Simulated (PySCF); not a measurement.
**How methods differ on the fine-structure interval of Eu²⁶⁺**

Eu²⁶⁺ [Kr] 4d1 [4d3/2^1, M_J = 3/2] → Eu²⁶⁺ [Kr] 4d1 [4d5/2^1, M_J = 5/2], as a difference of total energies. All numbers are calculated (PySCF 2.14, the two-component X2C-1e Hamiltonian, in an even-tempered Gaussian basis (17 s from 2.1 bohr⁻², ratio 2.8; 14 p from 2.7 bohr⁻², ratio 2.8; 9 d from 2.7 bohr⁻², ratio 2.8; 3 f from 9.6 bohr⁻², ratio 3)). Correlated levels: [Ar] 3d10 frozen; the 92 highest virtual spinors dropped. "Screened" scales the spin-orbit matrix elements by Boettger's factors to mimic the two-electron term; Breit and QED terms are absent.

```tsv
method	fine-structure interval (cm⁻¹)
GHF (screened spin-orbit)	63956
GMP2 (screened spin-orbit)	63997
GHF (bare spin-orbit)	76052
```
